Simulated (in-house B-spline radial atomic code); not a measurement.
A fraction x of an electron is moved 3p → 3d in the vanadium ion V⁺, starting from [Ar] 3d4 and keeping the highest spin. Level of theory: non-relativistic HSE06, spin-polarised, spherical fractional occupations, point nucleus; calculated with a B-spline radial code for spherical atoms.

Caution: exact exchange at fractional occupations of open shells leaves self-interaction of up to several eV.

```json
{"x": "0", "E(x) - E(0) (eV)": "0.0000", "3p down level (eV)": "-46.796", "3d up level (eV)": "-10.672"}
{"x": "0.125", "E(x) - E(0) (eV)": "4.4812", "3p down level (eV)": "-46.468", "3d up level (eV)": "-10.897"}
{"x": "0.25", "E(x) - E(0) (eV)": "?", "3p down level (eV)": "?", "3d up level (eV)": "?"}
{"x": "0.375", "E(x) - E(0) (eV)": "13.2350", "3p down level (eV)": "-45.793", "3d up level (eV)": "-11.341"}
{"x": "0.5", "E(x) - E(0) (eV)": "?", "3p down level (eV)": "?", "3d up level (eV)": "?"}
{"x": "0.625", "E(x) - E(0) (eV)": "21.7065", "3p down level (eV)": "-45.093", "3d up level (eV)": "-11.779"}
{"x": "0.75", "E(x) - E(0) (eV)": "25.8349", "3p down level (eV)": "-44.734", "3d up level (eV)": "-11.995"}
{"x": "0.875", "E(x) - E(0) (eV)": "29.8912", "3p down level (eV)": "-44.368", "3d up level (eV)": "-12.210"}
{"x": "1", "E(x) - E(0) (eV)": "33.8745", "3p down level (eV)": "-43.997", "3d up level (eV)": "-12.423"}
```

Task: What belongs in the row x = 0.25?

Result: An energy change of 8.8931 eV; 3p down at -46.134 eV, 3d up at -11.119 eV.

Task: What belongs in the row x = 0.5?

Result: An energy change of 17.5063 eV; 3p down at -45.446 eV, 3d up at -11.560 eV.

Task: Check Janak's theorem between x = 0.625 and 0.75.

Result: The slope of the energy is 33.03 eV; the orbital levels give 33.03 eV (ε of the receiving orbital less ε of the emptying one, averaged over the two points).
